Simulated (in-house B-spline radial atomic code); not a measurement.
## Nd⁸⁺: [Kr] 4d9 4f2 5s2 5p2 8s1 (an excited or competing configuration)

Computed with a radial B-spline atomic code at the basis-set limit: Dirac-Hartree-Fock, average of configuration, Fermi nucleus of rms radius 4.9123 fm.

Z_r = [3n² - l(l+1)]/(2<r>); Z_e = n√(-2ε); the last column is Slater's effective charge. Values are occupation-weighted means over j. An effective charge above Z reflects the relativistic contraction of the inner shells.

| shell | electrons | ε (eV) | <r> (bohr) | Z_r | Z_e | Slater |
| --- | --- | --- | --- | --- | --- | --- |
| 1s | 2 | -43974 | 0.02363 | 63.49 | 56.85 | 59.70 |
| 2s | 2 | -7351.2 | 0.1004 | 59.78 | 46.49 | 55.85 |
| 2p | 6 | -6597.1 | 0.08856 | 56.46 | 44.04 | 55.85 |
| 3s | 2 | -1760.7 | 0.2647 | 51.00 | 34.13 | 48.75 |
| 3p | 6 | -1515.5 | 0.2629 | 47.54 | 31.66 | 48.75 |
| 3d | 10 | -1167.3 | 0.2413 | 43.52 | 27.79 | 38.85 |
| 4s | 2 | -484.84 | 0.6001 | 39.99 | 23.88 | 32.25 |
| 4p | 6 | -399.62 | 0.6328 | 36.35 | 21.68 | 32.25 |
| 4d | 9 | -275.34 | 0.6834 | 30.73 | 17.99 | 21.20 |
| 5s | 2 | -163.92 | 1.299 | 28.88 | 17.36 | 14.80 |
| 4f | 2 | -148.22 | 0.7858 | 22.91 | 13.20 | 14.65 |
| 5p | 2 | -140.01 | 1.411 | 25.87 | 16.04 | 14.80 |
| 8s | 1 | -32.543 | 5.687 | 16.88 | 12.37 | 9.00 |

The least bound orbital is 8s1/2 at -32.54 eV, and it is also the most diffuse (<r> = 5.687 bohr). The part-filled 4d shell lies below the filled 5s shell in orbital energy.

Spin-orbit splittings of the orbital energies (j = l + 1/2 above j = l - 1/2 when positive): 2p 521.6 eV, 3p 106.6 eV, 3d 22.71 eV, 4p 23.99 eV, 4d 4.376 eV, 4f 0.5267 eV, 5p 5.08 eV.

For the 1s electron the small component carries 4.95 % of the norm, the zero-frequency Breit interaction raises the level by 122.3 eV, self-energy by 72 eV, and vacuum polarisation lowers it by 11.05 eV.

The density falls to 0.001 bohr⁻³ at 3.496 bohr; Σ<r²> = 55.341 bohr² gives, by the non-relativistic formula and without the paramagnetism of open shells, a Langevin diamagnetic susceptibility of -43.83×10⁻⁶ cm³/mol.
